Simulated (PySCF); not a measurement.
¹⁷O chemical shifts

- structure optimised with GFN2-xTB
- shielding tensors at PBE0/pcSseg-1 (GIAO)
- code: PySCF 2.14
- a single conformation, no relativistic terms, rapidly exchanging positions averaged, in vacuum

Shieldings were converted by a linear fit to measured shifts: ¹⁷O (scatter 10.7 ppm rms, 12.2 ppm with the 3 outliers that the fit left out vs liquid water, solution or neat liquid). Occasional misses reach two or three times the rms, and more in compound classes unlike the fitted ones.

Task: Give the ¹⁷O shifts of `CC(C)[C@@H]1COC[Si@H](Cl)O1`, `C1CO[SiH2]C1`, `O[SiH2]C1CC1`.

Result: 
```
                                                                 compound                                        environment  δ (ppm)
[CH3:1][CH:2]([CH3:3])[C@@H:4]1[CH2:5][O:6][CH2:7][Si@H:8]([Cl:9])[O:10]1  O10: oxygen bonded to C, Si, in a 6-membered ring     22.6
[CH3:1][CH:2]([CH3:3])[C@@H:4]1[CH2:5][O:6][CH2:7][Si@H:8]([Cl:9])[O:10]1                                   O6: ether oxygen    -23.9
                                                             C1CO[SiH2]C1       oxygen bonded to C, Si, in a 5-membered ring    -12.9
                                                             O[SiH2]C1CC1                             oxygen bonded to Si, H    -20.2
```

Task: Order these by ¹⁷O shift, lowest first.
A. CO/C=C/C/C=C\F
B. C1CO[SiH2]C1
C. FC(F)(F)c1coccc1=S

Result: B (-12.9 ppm, oxygen bonded to C, Si, in a 5-membered ring), A (60.4 ppm, ether oxygen), C (171.3 ppm, ring oxygen).
